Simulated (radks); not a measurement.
Q: Coherent X-ray form factor from a spherical all-electron density. Calculated with a radial shooting solver on a logarithmic mesh with Libxc functionals: scalar-relativistic Kohn-Sham, r2SCAN, spin-unpolarised, spherical densities, finite nucleus; meta-GGA in the generalised Kohn-Sham scheme; Fermi nuclear charge, rms radius of each element as measured or else 0.836 A^(1/3) + 0.57 fm.

sin(theta)/lambda (1/angstrom)  f0 (electrons)
0.05                                     0.985
0.1                                      0.942
0.15                                     0.876
0.2                                      0.796
0.25                                     0.708
0.3                                      0.619
0.4                                      0.457
0.5                                      0.329
0.6                                      0.235
0.8                                      0.121
1                                        0.066
1.25                                     0.033
1.5                                      0.018
2                                        0.006

The species is in the configuration that NIST lists as its ground one. Which atom or ion scatters so?

A: The helium ion He+, 1s1. Extrapolating in s^2 from the first two rows gives f0(0) = 1.0, near the electron count 1; among species with that count, the fall with angle is slower the higher Z, and the table is that of Z = 2; from so few rows the species is fixed only to a neighbour or two.
